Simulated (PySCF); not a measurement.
`C=CC(=C)[C@H](C)OC`, C7H12O

Geometry:
```csv
atom,x (Å),y (Å),z (Å)
C1,-2.030,-0.775,1.467
C2,-1.913,-0.346,0.215
C3,-0.712,0.162,-0.432
C4,-0.764,0.648,-1.672
C5,0.599,0.173,0.336
C6,0.703,1.457,1.160
O7,1.731,0.132,-0.514
C8,1.965,-1.126,-1.088
H9,-1.208,-0.798,2.160
H10,-2.975,-1.122,1.849
H11,-2.790,-0.346,-0.421
H12,-1.679,0.667,-2.238
H13,0.117,1.039,-2.152
H14,0.633,-0.701,1.006
H15,1.632,1.460,1.723
H16,0.698,2.312,0.488
H17,-0.138,1.535,1.843
H18,1.131,-1.446,-1.724
H19,2.865,-1.026,-1.693
H20,2.129,-1.890,-0.316
```

Theory: GIAO PBE/pcSseg-1 magnetisability, rotational g tensor and spin-rotation constants, non-relativistic, gas phase (PySCF). Geometry: GFN2-xTB.

(1) Give the nuclear spin-rotation constants along the inertial axes (H = +C I·J) beside the isotropic shieldings.

(2) How do the rotational constants and the g tensor change when H9, H10, H11, H12, H13, H14, H15, H16, H17, H18, H19, H20 are replaced by deuterium?

Results:

(1) Rotational constants 2.7679, 1.4702, 1.3180 GHz. A star marks the isotopologue with that one atom substituted, in its own axes.
```
atom  isotope  Caa (kHz)  Cbb (kHz)  Ccc (kHz)  mean (kHz)  σ (ppm)
  H9       1H     -0.165      0.033     -0.118      -0.083     26.3
 H10       1H      0.218     -0.158     -0.128      -0.023     26.3
 H11       1H     -0.075      0.033     -0.125      -0.056     24.9
 H12       1H     -0.095      0.009     -0.127      -0.071     26.3
 H13       1H      0.193     -0.161     -0.103      -0.023     25.9
 H14       1H     -0.271     -0.129      0.056      -0.115     27.4
 H15       1H     -0.165     -0.039     -0.138      -0.114     30.1
 H16       1H     -0.316     -0.149      0.023      -0.147     30.5
 H17       1H      0.034     -0.134     -0.153      -0.084     30.2
 H18       1H     -0.148      0.018     -0.143      -0.091     27.9
 H19       1H      0.158     -0.151     -0.141      -0.045     27.9
 H20       1H     -0.258     -0.116      0.015      -0.120     28.4
  C1     13C*      1.133      0.435      0.239       0.602     66.7
  C2     13C*      1.214      0.534      0.295       0.681     37.1
  C3     13C*      1.377      0.495      0.316       0.730     27.5
  C4     13C*      1.116      0.451      0.265       0.611     61.6
  C5     13C*      0.561      0.400      0.348       0.437     99.8
  C6     13C*      0.486      0.219      0.212       0.305    155.5
  O7     17O*     -0.217     -0.151     -0.131      -0.166    282.5
  C8     13C*      0.667      0.307      0.235       0.403    122.9
```
For the geometry as given, no vibrational averaging.

(2) Constants 2.1876, 1.2432, 1.1113 GHz; g -0.0216, -0.0092, -0.0029, against -0.0277, -0.0107, -0.0034 before.
